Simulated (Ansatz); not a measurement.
`[F][GaH][SeH]` + `C#N` → `N#[C][GaH][F]` + H₂Se  (formal exchange of groups at a Ga–Se bond)

Computed with Ansatz on PBE0-D4/def2-TZVP structures; ΔE is electronic, products minus reactants. CCSD(T)/CBS is the MP2 limit (def2-TZVPP, def2-QZVPP) plus CCSD(T) − MP2 in def2-TZVPP, frozen cores. This one scheme is used for every species. Functionals use def2-TZVPP. HSE06 is defined as in plane-wave codes. For Ga, Se outer-core shells are correlated without core-valence functions, which leaves a few kJ/mol of doubt a bond. Scalar relativity is left out up to krypton. One conformer a species, not always the lowest.

Is it downhill or uphill in electronic energy at CCSD(T)/CBS, and by how much? (Best estimate.)

The calculation gave: Uphill: ΔE = +0.73 eV.

What do these levels give: PBE-D4, B97M-V, PBE0-D4, r2SCAN0-D4, ωB97M-V, PBE-QIDH, r2SCAN, HSE06, LC-ωPBE, RPA@PBE/def2-TZVPP, MP2/def2-QZVPP, MP2/CBS(def2)? (Estimate.)

Computed: PBE-D4 0.77, B97M-V 0.70, PBE0-D4 0.76, r2SCAN0-D4 0.76, ωB97M-V 0.69, PBE-QIDH 0.73, r2SCAN 0.76, HSE06 0.75, LC-ωPBE 0.67, RPA@PBE/def2-TZVPP 0.60, MP2/def2-QZVPP 0.72, MP2/CBS(def2) 0.76 eV.

What do rigid-rotor, harmonic-oscillator terms from PBE0-D4/def2-TZVP frequencies (298.15 K, 1 bar) make of the CCSD(T)/CBS value? (Estimate.)

The calculation gave: ΔZPE = -0.09 eV, ΔH = +0.65 eV, ΔS = 12 J/(mol·K), ΔG = +0.62 eV.

Largest T1 diagnostic among the species: 0.015.

At CCSD(T), def2-SVP lies −0.08 eV from the extrapolated value and def2-TZVPP −0.07 eV. Leaving LDA and LC-ωPBE aside and taking each functional with its dispersion term where it has one, the values, not all of them listed here, spread over 0.09 eV, from ωB97X-V to PBE-D4.
